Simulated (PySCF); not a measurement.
Cl2Sr, SMILES [Cl][Sr][Cl] (connectivity only; charge and spin as stated), charge +1, multiplicity 2. Atoms are numbered in the order given.

```xyz
3

Sr     0.0000     0.0000     1.0801
Cl     0.0000     1.3658    -1.2072
Cl     0.0000    -1.3658    -1.2072
```
Charge +1, spin multiplicity 2.

Geometry: B3LYP-D3(BJ)/def2-TZVP. The spin state was assumed, not searched. The isomer is the one that the SMILES or the coordinates give; other isomers of the formula were not compared. The def2 effective core potentials stand for the cores of Sr; spin–orbit coupling is left out.

Method: PBE/def2-TZVPD in PySCF.

Mulliken values depend strongly on the basis, most of all with diffuse functions as here. ESP charges are fitted to the potential on shells at 1.4 to 2.0 van der Waals radii. Atomic charges (e):

```csv
atom,Mulliken,ESP fit,Mulliken spin
Sr1,1.59,1.35,-0.02
Cl2,-0.29,-0.18,0.51
Cl3,-0.29,-0.18,0.51
```
